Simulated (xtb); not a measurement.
xtb input (GFN1-xTB):

```bash
xtb mol.xyz --gfn 1 --opt tight --chrg 0 --uhf 0
```
mol.xyz:
```
5

F     -0.42920222    -1.61669651    -1.28328212
Ge    -0.06960915    -0.55528171     0.02247165
F      0.03032214    -1.56522449     1.41205100
Br    -1.78637462     0.91000957     0.28717884
Br     1.95258644     0.41588483    -0.34083634
```

End of the output:

```
   9 F   32 Ge          2     1.6730945     1.6730945     1.6730945
  32 Ge  35 Br          2     2.2800623     2.2800623     2.2800623

optimized geometry written to: xtbopt.xyz

           -------------------------------------------------
          | TOTAL ENERGY              -19.868854207816 Eh   |
          | GRADIENT NORM               0.000093766765 Eh/α |
          | HOMO-LUMO GAP               5.277415952031 eV   |
           -------------------------------------------------

------------------------------------------------------------------------
------------------------------------------------------------------------
 total:
 SCF:
 ANC optimizer:
```
